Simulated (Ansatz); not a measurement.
`[NH2][GaH][CH2]Cl` + silanol → `[NH2][GaH][O][SiH3]` + `CCl`  (ligand exchange at a Ga–C bond)

Calculated with Ansatz (gas phase, PBE0-D4/def2-TZVP geometries, no zero-point term in ΔE). CBS: MP2 limit from def2 TZ/QZ plus the TZ coupled-cluster correction, frozen cores. This one scheme is used for every species. Functionals use def2-TZVPP. B3LYP here is the variant with VWN-RPA as its local correlation; programs differ in this. For Ga outer-core shells are correlated without core-valence functions, which leaves a few kJ/mol of doubt a bond. Scalar relativity is left out up to krypton. One conformer a species, not always the lowest.

`[NH2][GaH][CH2]Cl`:

Cartesian coordinates in Å:
```
N -1.038 1.432 -0.424
Ga 0.303 0.240 -0.684
C 0.705 -0.981 0.821
Cl -0.011 -2.557 0.323
H -1.395 2.036 -1.144
H -1.589 1.487 0.415
H 1.028 0.202 -2.062
H 0.233 -0.702 1.761
H 1.765 -1.158 0.994
```

`O[SiH3]`:

Z-matrix (Å, degrees):
```
Si
O 1 1.648
H 1 1.489 2 111.7
H 1 1.489 2 111.7 3 120.9
H 1 1.481 2 105.9 3 -119.6
H 2 0.957 1 117.9 3 -60.5
```

`[NH2][GaH][O][SiH3]`:

Cartesian coordinates in Å:
```
N -1.801 -1.687 0.577
Ga -0.395 -1.063 -0.358
O 0.143 0.536 0.226
Si 1.278 1.656 -0.088
H -2.254 -2.567 0.406
H -2.218 -1.177 1.337
H 0.318 -1.764 -1.540
H 2.131 1.876 1.111
H 2.162 1.240 -1.217
H 0.637 2.949 -0.454
```

`CCl`:

```xyz
5

C     0.052    0.039   -0.131
Cl   -0.576   -0.437    1.458
H     1.043    0.466    0.001
H    -0.621    0.775   -0.564
H     0.102   -0.844   -0.764
```

**Question.** Is it downhill or uphill in electronic energy at CCSD(T)/CBS, and by how much? (An estimate is asked.)

**Answer.** Ansatz gave: Downhill: ΔE = -22.3 kcal/mol.

**Question.** What do these levels give: LDA (SPW92), BLYP-D4, r2SCANh-D4, CAM-B3LYP-D4, PBE-QIDH, revPBE, PBE0, B3LYP, r2SCANh, r2SCAN0, MP2/def2-TZVPP, MP2/CBS(def2)? (Best estimate.)

**Answer.** Ansatz gave: LDA (SPW92) -20.1, BLYP-D4 -22.6, r2SCANh-D4 -23.3, CAM-B3LYP-D4 -24.3, PBE-QIDH -23.3, revPBE -20.9, PBE0 -21.9, B3LYP -23.6, r2SCANh -23.3, r2SCAN0 -23.5, MP2/def2-TZVPP -23.7, MP2/CBS(def2) -22.5 kcal/mol.

Largest T1 diagnostic among the species: 0.013.

In def2-TZVPP, CCSD(T) changes the Hartree–Fock value by +4.5 kcal/mol (the triples alone add +0.5 kcal/mol) and MP2 by +4.3 kcal/mol. At CCSD(T), def2-SVP lies −3.5 kcal/mol from the extrapolated value and def2-TZVPP −1.1 kcal/mol. From BLYP to BHLYP (50 % exact exchange), in def2-TZVPP and without D4, ΔE moves by −2.4 kcal/mol.
